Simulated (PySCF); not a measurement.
Mayer bond orders and bond lengths

C5H7NOSi.
Atom-mapped SMILES: `[SiH3:1][O:2][c:3]1[cH:4][cH:5][n:6][cH:7][cH:8]1` (hydrogens: H9, H10, H11 on Si1; H12 on C4; H13 on C5; H14 on C7; H15 on C8)

Cartesian coordinates in Å at the GFN2-xTB level; atoms count from 1:
```xyz
15
C5H7NOSi angstrom
Si     2.733    0.131   -0.119
O      1.328   -0.692   -0.211
C      0.040   -0.349   -0.073
C     -0.937   -1.334   -0.219
C     -2.263   -0.970   -0.077
N     -2.662    0.262    0.191
C     -1.734    1.192    0.328
C     -0.376    0.949    0.208
H      2.894    0.721    1.211
H      3.648   -0.964   -0.386
H      2.771    1.192   -1.128
H     -0.647   -2.350   -0.438
H     -3.052   -1.703   -0.184
H     -2.098    2.187    0.548
H      0.351    1.737    0.327
```

Bond orders from the PBE0/pcSseg-1 density (PySCF). One conformer (not necessarily the lowest) at the GFN2-xTB geometry, without solvent, vibrations or thermal averaging.

(1) Where do the orders between heavy atoms depart from those drawn in the SMILES?

(2) Set the Mayer orders of the bonds between heavy atoms beside their lengths.

## Answers

(1) The largest departure is 0.119, at C3–C4 (drawn aromatic, 1.381), counting aromatic bonds as 1.5. The bonds drawn aromatic range from 1.38 to 1.50.

(2) 
| bond | drawn as | length (Å) | Mayer order |
| --- | --- | --- | --- |
| Si1–O2 | single | 1.632 | 0.901 |
| O2–C3 | single | 1.339 | 0.943 |
| C3–C4 | aromatic | 1.395 | 1.381 |
| C4–C5 | aromatic | 1.383 | 1.414 |
| C5–N6 | aromatic | 1.322 | 1.467 |
| N6–C7 | aromatic | 1.321 | 1.495 |
| C7–C8 | aromatic | 1.384 | 1.397 |
| C8–C3 | aromatic | 1.392 | 1.387 |

Bonds between the same two heavy elements. C–C: lowest C3–C4 (1.381, 1.395 Å), highest C4–C5 (1.414, 1.383 Å). C–N: lowest C5–N6 (1.467, 1.322 Å), highest N6–C7 (1.495, 1.321 Å).

Q: And the bonds to hydrogen?

A: H–Si: 0.93 to 0.95 (3 bonds); C–H: 0.94 to 0.97 (4 bonds).

Q: Sum the orders of all bonds at each heavy atom with more than one neighbour and set the sums beside the valence in the SMILES.

A: Si1 3.701 (drawn 4), O2 1.844 (drawn 2), C3 3.711 (drawn 4), C4 3.755 (drawn 4), C5 3.851 (drawn 4), N6 2.962 (drawn 3), C7 3.860 (drawn 4), C8 3.719 (drawn 4). Orders between atoms that aren't bonded are not in these sums.

For a closed shell the Mayer order of atoms A and B is Σ (PS)μν (PS)νμ over the basis functions μ on A and ν on B, with P the density and S the overlap matrix.

These values come from a run that also computed NMR shieldings. Hardware: Arm Neoverse V2, one thread, no GPU (shared host). Cost: 25 s.
